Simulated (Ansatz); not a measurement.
`[SiH3]BS` + `BS` → `BSBS` + SiH₄ at 400 K and 1 bar (cleavage of the B–Si bond).

Computed with Ansatz on PBE0-D4/def2-TZVP structures; ΔE is electronic, products minus reactants. CBS: MP2 limit from def2 TZ/QZ plus the TZ coupled-cluster correction, frozen cores. This one scheme is used for every species. One conformer a species, not always the lowest.

```csv
species,CCSD(T)/CBS energy (Eh),H − E (kJ/mol),S (J/(mol·K))
`[SiH3]BS`,-714.65737,149.6,334.9
`BS`,-424.38198,95.9,260.4
`BSBS`,-847.60163,148.0,347.7
SiH₄,-291.46306,96.9,218.6
```

H − E and S are ideal-gas, rigid-rotor, harmonic terms from PBE0-D4/def2-TZVP, for one conformer and one mirror image of each species. 1 Eh = 2625.50 kJ/mol, R = 8.31446 J/(mol·K).

Question: By hand: ΔE, ΔH, ΔS and ΔG.

Answer: ΔE = (-847.60163) + (-291.46306) − (-714.65737) − (-424.38198) = -0.02534 Eh = -66.5 kJ/mol. Δ(H − E) = 148.0 + 96.9 − 149.6 − 95.9 = -0.6, so ΔH = -67.1 kJ/mol. ΔS = 347.7 + 218.6 − 334.9 − 260.4 = -29.0 J/(mol·K). ΔG = -67.1 − 400 × (-29.0)/1000 = -55.5 kJ/mol.

Question: By hand: the equilibrium constant, and the temperature at which ΔG would vanish if ΔH and ΔS stayed fixed.

Answer: log₁₀ K = −ΔG/(RT ln 10) = 7.2. ΔG = 0 at ΔH/ΔS = 2314 K.

ΔH outweighs TΔS. A doubt of 5 kJ/mol in ΔE shifts log₁₀ K by 0.7 here. Other conformers and mirror images would add mixing entropy, several J/(mol·K) or more a flexible species. These are equilibria of isolated gas molecules and say nothing of rates. Largest T1 diagnostic: 0.015 (customary marks: 0.02 for closed shells, 0.045 for open ones).
